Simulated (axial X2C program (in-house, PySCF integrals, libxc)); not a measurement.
AsN: nuclear properties from DFT to coupled cluster

Computed with an in-house all-electron X2C program for linear molecules (integrals from PySCF): two-component X2C with atomic mean-field Coulomb and Gaunt terms, Gaussian nuclei, basis As dyall-acv3z, N dyall-av3z with contracted cores.

R = 1.599 Å (near the PBE0 minimum at charge 0 of the determinant lowest at the starting distance; the state shown can have its own minimum elsewhere); state Ω = 0 (closed shell).

| level | qzz As (a.u.) | qzz N (a.u.) | μ (D) |
| --- | --- | --- | --- |
| PBE0 | -4.21 | -1.01 | -3.13 |
| HF | -4.68 | -1.26 | -3.58 |
| B3LYP | -4.08 | -1.04 | -3.15 |

qzz is the electric field gradient, eQq0 = 234.96 MHz × Q/barn × qzz; μ is positive if the N end (last atom) is positive. The operators were transformed with the bare-nucleus X2C matrices; with these basis sets, hyperfine constants and field gradients can be off by tens of per cent, and where levels differ in sign neither size nor sign is settled.

Finite-field MP2, CCSD and CCSD(T), with 20 electrons correlated in 130 natural virtual spinors (MP2 remainder added):

```
  level  qzz As (a.u.)  qzz N (a.u.)  μ (D)
    MP2          -4.07         -0.78  -2.78
   CCSD          -4.13         -0.98  -3.03
CCSD(T)          -3.97         -0.93  -2.88
```

T1 = 0.018 (Lee–Taylor). One unrestricted determinant, the lowest of a limited PBE0 search, is the reference; the functionals treat spin collinearly. Correlation of the inner shells is missing, which matters for properties at the nucleus. Number of frozen shells: As 3 s, 2 p; N 1 s.

(1) By how much does correlation change each value, CCSD(T) against HF?

## Answers

(1) qzz As -15 %; qzz N -26 %; μ -20 %.
